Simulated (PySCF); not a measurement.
Spin-rotation constants: SMILES C[C@@H]1CC[CH2][GaH]1, C₅H₁₁Ga

Molfile (atoms numbered from 1):
```
C5H11Ga
     RDKit          3D

 17 17  0  0  0  0  0  0  0  0999 V2000
    1.9924   -0.0610   -0.6286 C   0  0  0  0  0  0  0  0  0  0  0  0
    1.0282    0.1650    0.5403 C   0  0  2  0  0  0  0  0  0  0  0  0
   -0.0235   -0.9503    0.6516 C   0  0  0  0  0  0  0  0  0  0  0  0
   -1.1982   -0.7507   -0.3302 C   0  0  0  0  0  0  0  0  0  0  0  0
   -1.9282    0.5735   -0.0635 C   0  0  0  0  0  0  0  0  0  0  0  0
   -0.2840    1.7489    0.3047 Ga  0  0  0  0  0  3  0  0  0  0  0  0
    2.5600   -0.9833   -0.4870 H   0  0  0  0  0  0  0  0  0  0  0  0
    1.4533   -0.1362   -1.5736 H   0  0  0  0  0  0  0  0  0  0  0  0
    2.7001    0.7656   -0.7070 H   0  0  0  0  0  0  0  0  0  0  0  0
    1.6194    0.1889    1.4640 H   0  0  0  0  0  0  0  0  0  0  0  0
   -0.4319   -0.9496    1.6690 H   0  0  0  0  0  0  0  0  0  0  0  0
    0.4281   -1.9296    0.4708 H   0  0  0  0  0  0  0  0  0  0  0  0
   -0.8031   -0.7487   -1.3507 H   0  0  0  0  0  0  0  0  0  0  0  0
   -1.8781   -1.6023   -0.2437 H   0  0  0  0  0  0  0  0  0  0  0  0
   -2.5837    0.4718    0.8081 H   0  0  0  0  0  0  0  0  0  0  0  0
   -2.5581    0.8554   -0.9111 H   0  0  0  0  0  0  0  0  0  0  0  0
   -0.0998    3.3547    0.3769 H   0  0  0  0  0  0  0  0  0  0  0  0
  1  2  1  0
  2  3  1  0
  3  4  1  0
  4  5  1  0
  5  6  1  0
  6  2  1  0
  1  7  1  0
  1  8  1  0
  1  9  1  0
  2 10  1  1
  3 11  1  0
  3 12  1  0
  4 13  1  0
  4 14  1  0
  5 15  1  0
  5 16  1  0
  6 17  1  0
M  END
```

Computed with GIAO wB97X-D/pcSseg-1 magnetisability, rotational g tensor and spin-rotation constants, non-relativistic, gas phase (PySCF 2.14.0). Geometry: GFN2-xTB.

The calculation is non-relativistic, which matters for the atoms heavier than Zn.

Task: Give the nuclear spin-rotation constants along the inertial axes (H = +C I·J) beside the isotropic shieldings.

Result: Rotational constants 2.9264, 2.3252, 1.5079 GHz. A star marks the isotopologue with that one atom substituted, in its own axes.
```tsv
atom	isotope	Caa (kHz)	Cbb (kHz)	Ccc (kHz)	mean (kHz)	σ (ppm)
Ga6	69Ga	7.525	5.751	3.006	5.427	1036.5
H7	1H	0.051	-0.253	-0.158	-0.120	30.6
H8	1H	-0.304	-0.195	-0.018	-0.172	30.8
H9	1H	-0.301	0.042	-0.165	-0.141	30.5
H10	1H	-0.265	-0.191	-0.023	-0.160	30.3
H11	1H	-0.257	-0.256	0.013	-0.167	30.4
H12	1H	0.097	-0.236	-0.169	-0.102	29.9
H13	1H	-0.306	-0.215	0.011	-0.170	30.4
H14	1H	-0.309	0.070	-0.147	-0.129	29.5
H15	1H	-0.307	-0.160	-0.054	-0.174	31.3
H16	1H	-0.247	-0.196	-0.038	-0.161	30.5
H17	1H	-0.010	-0.024	-0.101	-0.045	24.1
C1	13C*	0.383	0.312	0.225	0.307	170.7
C2	13C*	0.470	0.411	0.207	0.363	158.3
C3	13C*	0.495	0.402	0.292	0.396	144.6
C4	13C*	0.438	0.362	0.249	0.350	158.6
C5	13C*	0.461	0.367	0.186	0.338	165.9
```
For the geometry as given, no vibrational averaging.

Task: How do the rotational constants and the g tensor change when H7, H8, H9, H10, H11, H12, H13, H14, H15, H16, H17 are replaced by deuterium?

Result: Constants 2.3417, 1.9122, 1.2598 GHz; g -0.0131, -0.0144, -0.0031, against -0.0165, -0.0175, -0.0037 before.
